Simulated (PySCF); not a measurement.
Mapped SMILES: `[CH2:1]=[C:2]1[SiH2:3][C@H:4]([Cl:5])/[C:6]1=[CH:7]\[CH3:8]`. Hydrogens are named by the atom that carries them. Ha(Si3) is cis to Cl5 on the ring; Ha(C1) is cis to Si3; Hb(Si3) is trans to Cl5 on the ring; Hb(C1) is trans to Si3.

Calculated, not measured (PySCF 2.14): σ from GIAO-PBE0/pcSseg-1, geometry from GFN2-xTB. Averaged over atoms made equivalent by symmetry, fast rotation or ring inversion, no relativistic terms, no solvent model, one conformer.

Chemical shifts δ = σref − σ; 13C (σ = 186.93 ppm) against TMS, all at this level.

Do the 13C shifts follow the atomic charges (in e)? Tabulate both.

Results:


```csv
atoms,hybridisation,δ (ppm),σ para (ppm),Hirshfeld,IAO,Mulliken,ESP-fitted
C2,sp2,151.6,-222,-0.10,-0.25,-0.41,-0.15
C6,sp2,150.3,-223,-0.03,-0.02,-0.14,+0.10
C7,sp2,132.7,-201,-0.03,-0.11,-0.13,-0.03
C1,sp2,128.6,-198,-0.09,-0.29,-0.06,-0.46
C4,sp3,47.8,-109,-0.09,-0.37,-0.46,-0.48
C8,sp3,18.0,-80,-0.12,-0.42,-0.20,-0.37
```

Correlation coefficients of δ with charge over these carbons: Hirshfeld +0.57, IAO +0.80, Mulliken +0.27, ESP-fitted +0.66; with the paramagnetic shielding -1.00. Among the 4 sp2 carbons alone: Hirshfeld +0.02, IAO +0.34, Mulliken -0.73, ESP-fitted +0.61. With so few points, grouped by hybridisation, these coefficients are fragile. Charge is one influence among several: hybridisation and low-lying excitations act through the paramagnetic term.

Carbons that carry Cl, above all several Cl atoms, come out too deshielded, partly because spin–orbit coupling is missing. Shifts are as computed. Against solution values, carbons near 30 ppm lie about +3 ppm off and those near 130 ppm about +5 ppm; carbons on Cl a further +6 ppm. Of 1309 compounds with measured shifts, 239 miss one by over three times the rms of a fit or turn the order of signals round; such compounds aren't used in these exercises.
